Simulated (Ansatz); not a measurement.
**Two structures, one formula**

The two ends of one reaction step of SiNH4Cl2F, closed shell (PBE0-D4/def2-TZVP).

A:

| atom | x (Å) | y (Å) | z (Å) |
| --- | --- | --- | --- |
| Si1 | -0.2998 | 0.5064 | -0.7316 |
| F2 | 0.7684 | 1.6074 | -0.2235 |
| Cl3 | 0.3835 | -1.1489 | -1.8261 |
| Cl4 | -2.1487 | 0.3513 | 0.2493 |
| H5 | -0.8019 | 1.2675 | -1.8947 |
| H6 | 1.4284 | -0.6710 | 0.7910 |
| N7 | 0.4307 | -0.5172 | 0.8991 |
| H8 | -0.0297 | -1.4162 | 0.9916 |
| H9 | 0.2692 | 0.0209 | 1.7448 |

B:

Si1  (-0.877, 0.046, -0.584)
F2  (2.545, 0.864, 0.142)
Cl3  (-0.250, -1.144, -2.103)
Cl4  (-2.829, -0.388, -0.161)
H5  (-0.802, 1.467, -0.951)
H6  (1.727, 0.434, 0.351)
N7  (0.179, -0.259, 0.748)
H8  (0.364, -1.235, 0.946)
H9  (-0.056, 0.215, 1.612)
(Å)

Program: Ansatz 0.2.0. Basis: def2-TZVPP. Cores are frozen in the correlated methods. B3LYP uses VWN-RPA correlation.

(1) Which structure is lower at CCSD(T), and by how much? (To be estimated.)

No T1 diagnostic of these runs exceeds 0.010.

Results:

(1) By the calculation: A, by 0.643 eV (electronic energy, against the other). By their contacts, A is SiNH₄Cl₂F ([NH3][SiH]([F])([Cl])[Cl]) and B is a complex of SiNH₃Cl₂ ([NH2][SiH]([Cl])[Cl]) + HF.

All methods give the same order:

```json
{"method": "SPW92", "E(B) − E(A) (eV)": "0.764"}
{"method": "PBE-D4", "E(B) − E(A) (eV)": "0.620"}
{"method": "BLYP-D4", "E(B) − E(A) (eV)": "0.572"}
{"method": "r2SCAN-D4", "E(B) − E(A) (eV)": "0.727"}
{"method": "B97M-V", "E(B) − E(A) (eV)": "0.771"}
{"method": "PBE0-D4", "E(B) − E(A) (eV)": "0.637"}
{"method": "B3LYP-D4", "E(B) − E(A) (eV)": "0.595"}
{"method": "r2SCAN0-D4", "E(B) − E(A) (eV)": "0.714"}
{"method": "BHLYP-D4", "E(B) − E(A) (eV)": "0.636"}
{"method": "CAM-B3LYP-D4", "E(B) − E(A) (eV)": "0.636"}
{"method": "wB97X-V", "E(B) − E(A) (eV)": "0.682"}
{"method": "wB97M-V", "E(B) − E(A) (eV)": "0.704"}
{"method": "B2PLYP", "E(B) − E(A) (eV)": "0.607"}
{"method": "PBE-QIDH", "E(B) − E(A) (eV)": "0.662"}
{"method": "RPA on PBE", "E(B) − E(A) (eV)": "0.638"}
{"method": "HF", "E(B) − E(A) (eV)": "0.539"}
{"method": "MP2", "E(B) − E(A) (eV)": "0.640"}
{"method": "CCSD", "E(B) − E(A) (eV)": "0.632"}
{"method": "CCSD(T)", "E(B) − E(A) (eV)": "0.643"}
```

Labels in which every atom is bracketed show which atoms are joined, not bond orders.

For scale, one of the runs: CCSD(T)/def2-TZVPP, 244 basis functions, launched by `ansatz run in.yaml --threads 8 --pin off --events-out ev --progress --plain --max-ram 19148MiB`. The run took 52 s on 8 CPU threads of an Intel Xeon Platinum 8375C (shared host), with 4.7 GiB of host memory at its peak.
